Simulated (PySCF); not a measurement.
A PySCF script (with the pyscf-properties extension) for the NMR shieldings of SMILES CC[B@H-]([NH3+])NC(C)=O, C₄H₁₃BN₂O, on a GFN2-xTB geometry:

```python
import basis_set_exchange as bse
import numpy as np
from pyscf import gto, dft
from pyscf.prop import nmr

atoms = """
C    -1.907411   -1.702691   -0.359690
C    -1.757395   -0.181843   -0.397254
B    -0.725097    0.408532    0.722761
N    -0.614017    1.995312    0.477002
N     0.698737   -0.151158    0.495465
C     1.724546    0.407874   -0.121092
C     2.955444   -0.455995   -0.312211
O     1.719756    1.584653   -0.524889
H    -2.214905   -2.027797    0.631928
H    -2.651512   -2.045409   -1.077837
H    -0.962424   -2.186759   -0.597966
H    -2.750026    0.255656   -0.253010
H    -1.434165    0.101570   -1.403547
H    -1.054852    0.193769    1.847937
H    -1.360344    2.337180   -0.116290
H    -0.580025    2.533289    1.334258
H     0.323406    2.067599   -0.027209
H     0.821238   -1.112074    0.770910
H     3.261114   -0.897229    0.634230
H     3.764575    0.150475   -0.709226
H     2.734434   -1.258011   -1.014741
"""
names = dict.fromkeys(["C", "B", "N", "O", "H"], "pcSseg-1")
basis = {el: gto.basis.parse(bse.get_basis(n, elements=[el], fmt="nwchem")) for el, n in names.items()}
mol = gto.M(atom=atoms, basis=basis, charge=0, verbose=0)
mf = dft.RKS(mol, xc="PBE0")
mf.grids.level = 2
mf.grids.alignment = dft.numint.BLKSIZE   # the property module wants whole blocks of grid points
mf.conv_tol = 1e-9
mf.kernel()

calc = nmr.RKS(mf)   # GIAO
C = mf.mo_coeff
Co = C[:, mf.mo_occ > 0]
resp = mf.gen_response(singlet=True, hermi=2)
def vind(x):   # induced exchange potential for any number of trial vectors
    d = np.einsum("pi,xij,qj->xpq", C, 2 * x.reshape(-1, C.shape[1], Co.shape[1]), Co, optimize=True)
    return np.einsum("xpq,pi,qj->xij", resp(d - d.transpose(0, 2, 1)), C, Co, optimize=True).ravel()
mo1, _ = nmr.rhf.solve_mo1(calc, with_cphf=vind)
sigma = calc.kernel(mo1)
for i, s in enumerate(sigma):   # ppm
    print("%2d %-2s %9.2f" % (i, mol.atom_pure_symbol(i), np.trace(s) / 3))
```

**Question.** What are the results?

**Answer.** 
```
 0 C     174.02
 1 C     166.01
 2 B     112.04
 3 N     226.75
 4 N     119.46
 5 C       6.69
 6 C     159.98
 7 O     -10.82
 8 H      30.83
 9 H      30.43
10 H      31.01
11 H      31.49
12 H      31.43
13 H      28.96
14 H      30.14
15 H      29.40
16 H      17.01
17 H      27.10
18 H      29.75
19 H      30.00
20 H      29.53
```

These numbers come from an equivalent density-fitted implementation of the same equations, which agrees with the script to about 0.01 ppm for H and up to a few tenths of a ppm for heavy atoms, so last digits may differ.

Size and cost of the density-fitted run: 201 basis functions, 76 s wall time on 1 thread of an Arm Neoverse N1, shared host; peak memory 0.89 GiB.
